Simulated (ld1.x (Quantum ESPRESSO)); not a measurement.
## An all-electron radial function and its pseudo partner (B)

Columns: radius, all-electron u(r) and pseudo u(r) of the 2p shell (level -3.61 eV) of boron in the configuration [He] 2s2 2p1; PBE, scalar-relativistic, PAW scheme, ld1.x (Quantum ESPRESSO) 7.5.

```tsv
r (bohr)	all-electron	pseudo
0.185	0.0768	0.0084
0.370	0.2108	0.0329
0.555	0.3387	0.0717
0.740	0.4425	0.1220
0.925	0.5212	0.1802
1.110	0.5767	0.2423
1.295	0.6103	0.3039
1.480	0.6254	0.3612
1.665	0.6259	0.4107
1.850	0.6154	0.4500
2.035	0.5968	0.4774
2.220	0.5727	0.4923
2.405	0.5450	0.4952
2.590	0.5152	0.4875
2.775	0.4844	0.4710
2.960	0.4536	0.4483
3.145	0.4232	0.4218
3.330	0.3938	0.3937
3.515	0.3656	0.3657
3.700	0.3388	0.3388
3.885	0.3135	0.3135
4.070	0.2897	0.2897
4.255	0.2673	0.2673
4.440	0.2464	0.2464
4.625	0.2269	0.2269
4.810	0.2088	0.2088
```

Question: How many radial nodes do the two functions have?

Answer: The all-electron 2p function has n − l − 1 = 0; the pseudo-wave has 0.

Question: At about which radius was the pseudo-wave matched?

Answer: 3.70 bohr. The columns agree to 0.0005 from 3.33 bohr on; several derivatives are matched, so the curves merge somewhat inside the radius.

Question: Is the pseudo-wave norm-conserving?

Answer: No, it belongs to a PAW set: the norm inside the radius is not constrained, and the difference is carried by the augmentation charge.
